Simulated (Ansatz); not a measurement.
C3H3, doublet, geometry from GFN2-xTB; REVPBE/STO-3G run with Ansatz (a first-principles code).

Input for Ansatz:
Ansatz 0.2 input:
```yaml
crystal:
  periodic: [false, false, false]
  atoms:
    - {symbol: C, position_ang: [1.30815180, -0.19129891, 0.14654059]}
    - {symbol: C, position_ang: [0.10901014, -0.01594121, 0.01221143]}
    - {symbol: C, position_ang: [-1.22056561, 0.17849066, -0.13672909]}
    - {symbol: H, position_ang: [2.33913641, -0.34206600, 0.26203260]}
    - {symbol: H, position_ang: [-1.59247811, 1.02636034, -0.68281534]}
    - {symbol: H, position_ang: [-1.92623626, -0.51179755, 0.28864513]}
basis:
  gaussian:
    orbitals: STO-3G
hamiltonian:
  xc: revpbe
magnetization: {spin_polarized: true, initial_magnetization: 1}
```

It wrote (shortened):

```
Functional definition: revPBE
240 factors; integrals over basis functions are off by at most 4.3e-5 eV
mean field evaluation 1: about -3116.5301 eV, gradient 3.6e0 eV
mean field evaluation 2: about -3116.4236 eV, gradient 6.0e0 eV
mean field evaluation 4: about -3116.6546 eV, gradient 9.4e-1 eV
mean field evaluation 8: about -3116.5534 eV, gradient 1.9e-2 eV
mean field -3116.55340641 eV, -114.5312252097 hartree, gradient 8.1e-5 eV, S^2 0.766589; 0 other end points of the search recorded, 0 dependent functions left out
reference -3116.55342924 eV, -114.5312260489 hartree; 11, 10 occupied and 7, 8 virtual orbitals, 240 factors
Total energy: -3116.55342924 eV, -114.5312260489 hartree
```
